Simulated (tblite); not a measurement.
Task: Write Cartesian coordinates for InChI=1S/C4H15NOSi3/c7-6-9(8)5-3-1-2-4-5/h9H,1-4H2,7-8H3/t9-/m0/s1 as optimised with GFN2-xTB.

Result: 
```
atom  x, y, z in Å
Si1    3.0028   -1.0103   -1.3568
O2     2.2178   -0.5274   -0.0356
Si3    1.0911    0.1931    0.8953
Si4    1.4171    2.4658    0.9069
N5    -0.4397   -0.1742    0.2195
C6    -1.6591    0.5371    0.5589
C7    -2.7816   -0.1493   -0.2338
C8    -2.0329   -0.9644   -1.2874
C9    -0.7716   -1.3649   -0.5303
H10    2.5550   -0.2168   -2.5024
H11    2.6876   -2.4262   -1.5529
H12    4.4160   -0.7925   -1.0623
H13    1.3269   -0.5169    2.1716
H14    2.8229    2.8613    0.7639
H15    0.9606    3.0480    2.1766
H16    0.7036    3.2233   -0.1333
H17   -1.5554    1.5923    0.2833
H18   -1.8583    0.4983    1.6367
H19   -3.3447   -0.8179    0.4184
H20   -3.4733    0.5682   -0.6711
H21   -1.7688   -0.3338   -2.1367
H22   -2.6024   -1.8209   -1.6431
H23   -0.9841   -2.2134    0.1368
H24    0.0588   -1.6386   -1.1810
```

Orientation and origin are arbitrary. Atoms count from 1 in this order. Of the pairs four or more bonds apart, Si1···H24 is among the closest relative to their van der Waals radii: 3.02 Å, 91 % of the sum of Bondi's values. The 5-membered ring N5–C6–C7–C8–C9 has internal angles of 101.7° to 109.4°; it is puckered, 0.17 Å rms from its mean plane, widest ring torsion 40°. O2 (siloxane oxygen) is bent (angle 159.7°). Si3 (oxygen-bound silicon) is distorted tetrahedral (angles from 99.8° to 116.6°).

Bonds between heavy atoms (Å): Si1–O2 1.611, O2–Si3 1.629, Si3–Si4 2.296, Si3–N5 1.713, N5–C6 1.452, C6–C7 1.536, C7–C8 1.528, C8–C9 1.525, N5–C9 1.446.

Structure optimised with GFN2-xTB, isolated species.

Point group: C1 (no symmetry element, even within 0.4 Å). Its lowest GFN2-xTB frequency is 10 cm⁻¹, too small to tell a flat minimum from a shallow saddle. The numbers are those of one conformer (Si1–O2–Si3–Si4 -74°, O2–Si3–N5–C6 -164°, Si3–N5–C6–C7 -178°, N5–C6–C7–C8 -16°, C6–C7–C8–C9 34°, C7–C8–C9–N5 -40°). 2 starts were optimised and ended at 0.00 and 1.33 kcal/mol (GFN2-xTB); the lowest of these is shown.

On an Arm Neoverse N1 with one thread, shared host, this took 5.8 s. This is the geometry optimisation.

These are computed values.
